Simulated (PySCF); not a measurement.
**Ionisation energy of In⁺ by level of theory**

In⁺ [Kr] 4d10 5s2 (1S) → In²⁺ [Kr] 4d10 5s1 (2S), as a difference of total energies. Calculation: PySCF 2.14, in ANO-RCC-VTZP (7s6p4d2f1g, 68 functions); the spin-free X2C one-electron Hamiltonian (Gaussian nucleus). Correlated levels: valence and next inner shell: [Ar] 3d10 frozen. The calculations carry no spin-orbit coupling.

```
                                method  ionisation energy (eV)  error (eV)
                                   UHF                  17.022      -1.848
    MP2 (valence and next inner shell)                  18.840      -0.030
SCS-MP2 (valence and next inner shell)                  18.750      -0.120
   CCSD (valence and next inner shell)                  18.592      -0.278
CCSD(T) (valence and next inner shell)                  18.721      -0.149
```

Reference: 18.870 eV (measured; NIST Atomic Spectra Database, ionization energies).

Errors of the correlated levels include the incompleteness of this basis and the frozen core.
